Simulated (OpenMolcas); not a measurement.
**Cu2+: moving the ligands**

Cu2+ with 5 ligands (oxide) in trigonal bipyramidal coordination (D3h) at 2.03 Å, the axial distance 2.253 Å. A charge of +1.6 e stands 2.4 Å behind each ligand. Ligand basis ANO-RCC-VDZP.
```
Cu    0.0000    0.0000    0.0000
O     2.0300    0.0000    0.0000
O    -1.0150    1.7580    0.0000
O    -1.0150   -1.7580    0.0000
O     0.0000    0.0000    2.2533
O     0.0000    0.0000   -2.2533
```

| Quantity | Value |
| --- | --- |
| Program | OpenMolcas 26.06 |
| Method | CASSCF |
| Basis | ANO-RCC-VDZP [5s4p2d1f] |
| Scalar Hamiltonian | DKH2, point nucleus |
| Active space | 9 electrons in 5 orbitals (3d) |
| State averaging | 2S+1 = 2 even, 5 roots |
| Spin-orbit coupling | state interaction with AMFI integrals over the reference wave functions |

Runs around this geometry, states (labels of D3, the rotations of D3h). Energies in cm-1 above the lowest state or level, χT in cm3 K/mol.

| R (Å) | Axial / equatorial distance | Ground state | First state of that spin | First gap with spin-orbit (degeneracies) | χT at 300 K |
| --- | --- | --- | --- | --- | --- |
| 2.03 | 1.043 | 2A1 | 2E 2902 | 2306 (2, 2) | 0.714 |
| 2 | 1.11 | 2A1 | 2E 1515 | 959.9 (2, 2) | 0.787 |
| 2.03 | 1.11 | 2A1 | 2E 1374 | 835.2 (2, 2) | 0.820 |
| 2.11 | 1.11 | 2A1 | 2E 1061 | 570.5 (2, 2) | 0.922 |

Taking the first state of the same spin as R^-n, n = -ln(1061 / 1515) / ln(2.11 / 2) = 6.7 between the shortest and longest distance.

The oxide ions are held by bare point charges, a crude embedding. Ligand-to-metal charge-transfer states are missing. With oxide or sulfide held by bare charges the field of late divalent 3d ions can come out several times too small, and g and χT far too large. With metal d orbitals alone and no dynamic correlation the field as a rule comes out too small, by tens of per cent, by up to half for chloride and softer ligands, and the orbital part of g and χT, which goes as 1/10Dq, too large. No measured value stands beside these numbers; the geometry was imposed, not optimised, and the real ion may take another.
